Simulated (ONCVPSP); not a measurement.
**Pseudopotential generation for cobalt: ONCV, PBE, scalar-relativistic.**

Co, optimised norm-conserving Vanderbilt (ONCV), made with ONCVPSP 4.0.1 (PBE, scalar-relativistic). Core [Ne], reference 3s2 3p6 3d7 4s1 (charge +1). Waves: 3s+4s: rc 1.25 bohr, ncon 4, nbas 8, qcut 9.5 1/bohr, 2 projectors; 3p: rc 1.15 bohr, ncon 4, nbas 9, qcut 11.2 1/bohr, 2 projectors, debl 3 Ha; 3d: rc 1.35 bohr, ncon 4, nbas 8, qcut 12 1/bohr, 2 projectors, debl 0.6 Ha; f scattering state at 0.11 Ha: rc 1.45 bohr, ncon 5, nbas 8, qcut 8.6 1/bohr, 2 projectors, debl 1.2 Ha. Local part: polynomial inside 0.80 bohr (lpopt 5, dvloc0 2 Ha). Core correction: polynomial model core, fcfact 0.75.

In the d channel the program set the typed energies aside and used -0.623, 0.250 Ha.

(1) Estimate the cutoffs (Ha) at which the residual kinetic energy of the hardest occupied pseudo-wave falls to 1 and 0.1 mHa per electron.

(2) Does the potential have ghost states?

(3) Which valence shell sets the plane-wave cutoff?

(4) Tests: 3s2 3p6 3d7 4s2; 3s2 3p6 3d7 4s0; 3s2 3p6 3d6 4s0; 3s2 3p6 3d7.5 4s1.5. Which has the largest error in its energy relative to the reference configuration, and how large is it?

## Answers

(1) 55 Ha and 62 Ha.

(2) No bound ghost flagged; no localised positive-energy state flagged.

(3) 3d: 55 Ha for 1 mHa per electron, against 38 Ha for 3p.

(4) 3s2 3p6 3d6 4s0, with +15 meV (all-electron minus pseudo) on +52.66 eV.
